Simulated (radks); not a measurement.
The mercury ion Hg6+, 74 electrons, occupied as [Xe] 4f14 5d6.

Method: scalar-relativistic Kohn-Sham, exchange-only LDA, spin-polarised, spherical densities, point nucleus; open shells are filled with parallel spins first (spin-orbit coupling, left out, can overturn this in heavy ions); computed with a radial shooting solver on a logarithmic mesh with Libxc functionals.

Energy parts (hartree):
| part | energy |
|---|---|
| total | -19594.4127 |
| kinetic | 22005.0716 |
| electron-nucleus | -48607.3837 |
| Hartree | 7356.4138 |
| exchange | -348.5145 |

Orbitals (lengths in bohr, moments of r in powers of bohr; r(max) is where P^2 peaks; r(90%) holds 90 % of the orbital's charge):
| orbital | occ. | eigenvalue (hartree) | <1/r> | r(90%) | <r> | r(max) |
|---|---|---|---|---|---|---|
| 1s up | 1 | -3057.811 | 97.59 | 0.0304 | 0.01659 | 0.01023 |
| 1s down | 1 | -3057.811 | 97.59 | 0.0304 | 0.01659 | 0.01023 |
| 2s up | 1 | -544.6049 | 22.89 | 0.109 | 0.06995 | 0.05917 |
| 2s down | 1 | -544.5898 | 22.89 | 0.109 | 0.06995 | 0.05917 |
| 2p up | 3 | -470.1776 | 20.28 | 0.103 | 0.06330 | 0.04907 |
| 2p down | 3 | -470.1648 | 20.28 | 0.103 | 0.06330 | 0.04907 |
| 3s up | 1 | -131.6338 | 8.482 | 0.265 | 0.1808 | 0.1668 |
| 3s down | 1 | -131.6258 | 8.482 | 0.265 | 0.1808 | 0.1668 |
| 3p up | 3 | -110.1376 | 7.717 | 0.273 | 0.1822 | 0.1665 |
| 3p down | 3 | -110.1292 | 7.717 | 0.273 | 0.1822 | 0.1665 |
| 3d up | 5 | -87.50611 | 7.258 | 0.256 | 0.1651 | 0.1354 |
| 3d down | 5 | -87.49428 | 7.258 | 0.256 | 0.1651 | 0.1355 |
| 4s up | 1 | -31.38151 | 3.645 | 0.573 | 0.3994 | 0.3757 |
| 4s down | 1 | -31.36521 | 3.644 | 0.573 | 0.3994 | 0.3758 |
| 4p up | 3 | -24.33198 | 3.285 | 0.617 | 0.4257 | 0.3959 |
| 4p down | 3 | -24.31539 | 3.285 | 0.617 | 0.4256 | 0.3959 |
| 4d up | 5 | -15.97363 | 2.947 | 0.670 | 0.4491 | 0.4027 |
| 4d down | 5 | -15.95383 | 2.949 | 0.669 | 0.4488 | 0.4028 |
| 4f up | 7 | -6.69833 | 2.536 | 0.771 | 0.4818 | 0.3658 |
| 4f down | 7 | -6.67161 | 2.542 | 0.766 | 0.4800 | 0.3656 |
| 5s up | 1 | -7.49042 | 1.523 | 1.27 | 0.8917 | 0.8249 |
| 5s down | 1 | -7.38285 | 1.533 | 1.26 | 0.8875 | 0.8218 |
| 5p up | 3 | -5.54514 | 1.314 | 1.45 | 1.012 | 0.9207 |
| 5p down | 3 | -5.41769 | 1.323 | 1.45 | 1.007 | 0.9163 |
| 5d up | 5 | -3.28843 | 1.024 | 1.86 | 1.266 | 1.108 |
| 5d down | 1 | -3.14532 | 1.026 | 1.87 | 1.267 | 1.102 |
| 6s up | 0 | -2.61855 | 0.6780 | 2.70 | 1.923 | 1.817 |
| 6s down | 0 | -2.50937 | 0.6646 | 2.74 | 1.953 | 1.832 |
| 6p up | 0 | -2.08407 | 0.5860 | 3.11 | 2.216 | 2.098 |
| 6p down | 0 | -1.99797 | 0.5700 | 3.19 | 2.265 | 2.128 |

The highest occupied level is 5d down at -85.589 eV. Summed over all electrons, <r^2> = 28.05 bohr^2, which gives a Langevin (diamagnetic) susceptibility term of -22.2 x 10^-6 cm^3/mol. The density falls to 0.001 e/bohr^3 at r = 2.80 bohr.
